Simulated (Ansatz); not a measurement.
[Eu(NH3)6]3+ (EuN6H18³⁺), 25 atoms. Hardware: 4 threads of Arm Neoverse V1 on a shared host.

In the def2 sets Eu takes a core potential; there is no spin–orbit coupling. Correlated methods freeze 10 core orbitals; core or outer-core shells of Eu are correlated, in sets that lack core-valence functions. With an open 4f shell the SCF may have ended on a state above the lowest.

(1) How many basis functions does each of these Ansatz runs have, and roughly what does it cost? PBE0-D4/def2-SVP, charge 2 octet at the geometry of the charge 3 septet, energy with a search over starts; PBE0-D4/def2-TZVP, charge 3 septet, energy and forces, from earlier orbitals; PBE-D4/def2-TZVP, charge 2 octet at the geometry of the charge 3 septet, energy, from earlier orbitals; PBE0-D4/def2-TZVP, charge 2 octet at the geometry of the charge 3 septet, energy, from earlier orbitals; MP2/def2-SVP, charge 3 septet, energy, from earlier orbitals; PBE-D4/def2-SVP, charge 3 septet, relaxation, 8 steps; LDA (SPW92)/def2-TZVP, charge 3 septet, energy, from earlier orbitals; RPA@PBE/def2-SVP, charge 3 septet, energy, from earlier orbitals; PBE-D4/def2-TZVP, charge 3 septet, energy, from earlier orbitals; PBE-D4/def2-SVP, charge 3 septet, energy, from earlier orbitals; r2SCANh-D4/def2-TZVP, charge 2 octet at the geometry of the charge 3 septet, energy, from earlier orbitals; r2SCAN-D4/def2-TZVP, charge 3 septet, energy, from earlier orbitals.

Results:

(1) Other jobs shared the machine, so times can vary by a factor of up to 3. A dash marks memory too small to be measured apart from the calling script's.

```
                                                                                                       run  functions  fitting or Cholesky vectors  wall time  peak host memory (GiB)
                                     LDA (SPW92)/def2-TZVP, charge 3 septet, energy, from earlier orbitals        386                         2513       12 s                       1
                                           PBE-D4/def2-SVP, charge 3 septet, energy, from earlier orbitals        251                         2772       13 s                       –
    PBE-D4/def2-TZVP, charge 2 octet at the geometry of the charge 3 septet, energy, from earlier orbitals        386                         2513       18 s                       1
                                          PBE-D4/def2-TZVP, charge 3 septet, energy, from earlier orbitals        386                         2513       24 s                     1.1
 PBE0-D4/def2-SVP, charge 2 octet at the geometry of the charge 3 septet, energy with a search over starts        251                         2894       27 s                     1.7
                                          RPA@PBE/def2-SVP, charge 3 septet, energy, from earlier orbitals        251                         2459       41 s                     1.4
   PBE0-D4/def2-TZVP, charge 2 octet at the geometry of the charge 3 septet, energy, from earlier orbitals        386                         2694       50 s                     2.4
r2SCANh-D4/def2-TZVP, charge 2 octet at the geometry of the charge 3 septet, energy, from earlier orbitals        386                         2570       64 s                     2.5
                                                     PBE-D4/def2-SVP, charge 3 septet, relaxation, 8 steps        251                         2772       76 s                       –
                                              MP2/def2-SVP, charge 3 septet, energy, from earlier orbitals        251                         2459       77 s                     1.5
                                       r2SCAN-D4/def2-TZVP, charge 3 septet, energy, from earlier orbitals        386                         2513    1.9 min                     2.5
                              PBE0-D4/def2-TZVP, charge 3 septet, energy and forces, from earlier orbitals        386                         2694    8.9 min                     2.5
```
